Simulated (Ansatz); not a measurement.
Correlation energies of `O=C1B[SiH2]C1` by basis set

Cartesian coordinates in Å:
```
O 1.110 -0.883 -1.988
C 0.472 -0.482 -1.049
B -1.139 -0.558 -0.748
Si -0.702 0.413 0.982
C 1.029 0.252 0.188
H -2.001 -1.037 -1.413
H -1.190 1.808 1.149
H -0.876 -0.332 2.259
H 1.766 -0.360 0.717
H 1.531 1.181 -0.097
```

Total charge 0; spin multiplicity 1. The geometry is a stationary point of PBE0-D4/def2-TZVP. Frozen core, restricted reference, Ansatz.

```csv
basis,HF (Eh),MP2 corr.
def2-SVP,-466.81981,-0.61174
def2-TZVPP,-467.12792,-0.75686
def2-QZVPP,-467.14454,-0.81069
```

Q: Estimate the CCSD correlation energy and the (T) correction in each basis where they were run (hartree).

A: 
```csv
basis,CCSD corr.,(T)
def2-SVP,-0.66161,-0.02316
```
